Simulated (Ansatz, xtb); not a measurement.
The molecule AlMo, multiplicity 6 (lowest of 2S+1 = 2, 4, 6, 8 at CCSD(T)/def2-TZVPP on PBE0 minima; our sources give no spin for the ground state, which may be another). No spin–orbit coupling. The T1 diagnostic near the minimum is 0.053, so single-reference values are doubtful.

Seven points along R, fitted to fifth degree in 1/R; most abundant isotopes. Runs in def2 and cc sets follow the lowest solution found near the PBE0 minimum.

Run with Ansatz (Gaussian orbitals); xtb for the GFN methods. Each number belongs to the level named beside it. In def2 rows elements past Kr take small-core potentials, without spin–orbit coupling. The GFN methods have no spin term and hold the electronic entropy of 300 K.

```json
[
 {"level": "GFN1-xTB", "r_e (Å)": "2.616", "ω_e (cm⁻¹)": "277", "ω_e x_e (cm⁻¹)": "1.3", "B_e (cm⁻¹)": "0.116", "dipole (D)": "-"},
 {"level": "SVWN5/def2-TZVPP", "r_e (Å)": "2.635", "ω_e (cm⁻¹)": "262", "ω_e x_e (cm⁻¹)": "1.0", "B_e (cm⁻¹)": "0.115", "dipole (D)": "0.51"},
 {"level": "PBE/def2-TZVPP", "r_e (Å)": "2.685", "ω_e (cm⁻¹)": "242", "ω_e x_e (cm⁻¹)": "1.0", "B_e (cm⁻¹)": "0.111", "dipole (D)": "0.89"},
 {"level": "B97M-V/def2-TZVPP", "r_e (Å)": "2.752", "ω_e (cm⁻¹)": "231", "ω_e x_e (cm⁻¹)": "1.0", "B_e (cm⁻¹)": "0.105", "dipole (D)": "0.75"},
 {"level": "B3LYP/def2-TZVPP", "r_e (Å)": "2.727", "ω_e (cm⁻¹)": "230", "ω_e x_e (cm⁻¹)": "1.0", "B_e (cm⁻¹)": "0.107", "dipole (D)": "0.58"},
 {"level": "PBE0/def2-TZVPP", "r_e (Å)": "2.727", "ω_e (cm⁻¹)": "225", "ω_e x_e (cm⁻¹)": "1.1", "B_e (cm⁻¹)": "0.107", "dipole (D)": "1.18"},
 {"level": "BHLYP/def2-TZVPP", "r_e (Å)": "2.779", "ω_e (cm⁻¹)": "212", "ω_e x_e (cm⁻¹)": "1.0", "B_e (cm⁻¹)": "0.103", "dipole (D)": "0.99"},
 {"level": "CAM-B3LYP/def2-TZVPP", "r_e (Å)": "2.727", "ω_e (cm⁻¹)": "228", "ω_e x_e (cm⁻¹)": "1.0", "B_e (cm⁻¹)": "0.107", "dipole (D)": "1.02"},
 {"level": "wB97X-V/def2-TZVPP", "r_e (Å)": "2.729", "ω_e (cm⁻¹)": "232", "ω_e x_e (cm⁻¹)": "0.96", "B_e (cm⁻¹)": "0.107", "dipole (D)": "1.65"},
 {"level": "wB97M-V/def2-TZVPP", "r_e (Å)": "2.720", "ω_e (cm⁻¹)": "238", "ω_e x_e (cm⁻¹)": "0.89", "B_e (cm⁻¹)": "0.108", "dipole (D)": "0.56"},
 {"level": "B2PLYP/def2-TZVPP", "r_e (Å)": "2.696", "ω_e (cm⁻¹)": "239", "ω_e x_e (cm⁻¹)": "1.1", "B_e (cm⁻¹)": "0.110", "dipole (D)": "-"}
]
```

Correlated levels freeze the inner cores; with def2 sets outer-core shells near the valence are correlated too.

Doubts at one or more of the structures used: a spin-contaminated determinant (PBE0/def2-TZVPP, BHLYP/def2-TZVPP, B2PLYP/def2-TZVPP).

Ansatz is a program for electronic structure.
